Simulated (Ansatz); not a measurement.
Reaction (redistribution): `N[SiH](S)CCl` + `FBBr` → `S[SiH2]CCl` + `NB(F)Br`

Computed with Ansatz on PBE0-D4/def2-TZVP structures; ΔE is electronic, products minus reactants. CBS: MP2 limit from def2 TZ/QZ plus the TZ coupled-cluster correction, frozen cores. Functionals use def2-TZVPP. B3LYP here is the variant with VWN-RPA as its local correlation; programs differ in this. For Br outer-core shells are correlated without core-valence functions, which leaves a few kJ/mol of doubt a bond. Scalar relativity is left out up to krypton. Each species was taken in one conformer, which may not be the lowest.

(1) Is it downhill or uphill in electronic energy at CCSD(T)/CBS, and by how much? (An estimate is asked.)

(2) What do these levels give: r2SCAN-D4, ωB97M-V, r2SCAN, PBE0, B3LYP, MP2/def2-TZVPP, CCSD(T)/def2-TZVPP, HF/def2-QZVPP, MP2/def2-QZVPP, SCS-MP2/def2-QZVPP, MP2/CBS(def2), CCSD/CBS(def2)? (Estimate.)

Largest T1 diagnostic among the species: 0.011.

Answers

(1) The calculation gave: Downhill: ΔE = -55.4 kJ/mol.

(2) Ansatz gave: r2SCAN-D4 -60.2, ωB97M-V -58.3, r2SCAN -61.3, PBE0 -65.6, B3LYP -64.9, MP2/def2-TZVPP -55.2, CCSD(T)/def2-TZVPP -57.7, HF/def2-QZVPP -64.7, MP2/def2-QZVPP -53.7, SCS-MP2/def2-QZVPP -55.4, MP2/CBS(def2) -53.0, CCSD/CBS(def2) -57.1 kJ/mol.

In def2-TZVPP, CCSD(T) changes the Hartree–Fock value by +7.7 kJ/mol (the triples alone add +1.7 kJ/mol) and MP2 by +10.1 kJ/mol. The D4 term adds +6.3 kJ/mol with B3LYP and +3.6 kJ/mol with PBE0; it sums over pairs of atoms, weighted by their polarisabilities, and B3LYP, whose exchange is more repulsive, gets the larger term.
